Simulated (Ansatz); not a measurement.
Mulliken charges of CH5BFIn, SMILES `[BH2][InH][CH2]F` from r2SCAN/def2-TZVPP in Ansatz (PBE0-D4/def2-TZVP geometry).

```
atom   x (Å)   y (Å)   z (Å)  charge (e)
  B1  -0.346   2.134   0.372      -0.120
 In2   0.781   0.236   0.053       0.420
  C3  -0.202  -1.687  -0.301      -0.081
  F4  -1.592  -1.579  -0.296      -0.252
  H5  -0.651   2.846  -0.540       0.018
  H6  -0.683   2.491   1.464       0.018
  H7   2.509   0.074   0.048      -0.141
  H8   0.100  -2.102  -1.268       0.068
  H9   0.083  -2.412   0.469       0.068
```

**Question.** By hand: the dipole of these point charges (1 e Å = 4.8032 D).

**Answer.** Σ q r = (0.422, 0.156, 0.032) e Å, of length 0.451 e Å = 2.17 D.

**Question.** How does the dipole of the full density compare? (Best estimate.)

**Answer.** Computed: (0.217, 0.062, 0.013) e Å, 1.09 D; the point charges give 1.99 times that, at 4° from its direction.

Point charges leave out the atoms' own dipoles, such as those of lone pairs, and Mulliken's split depends on the basis, so the two needn't agree.
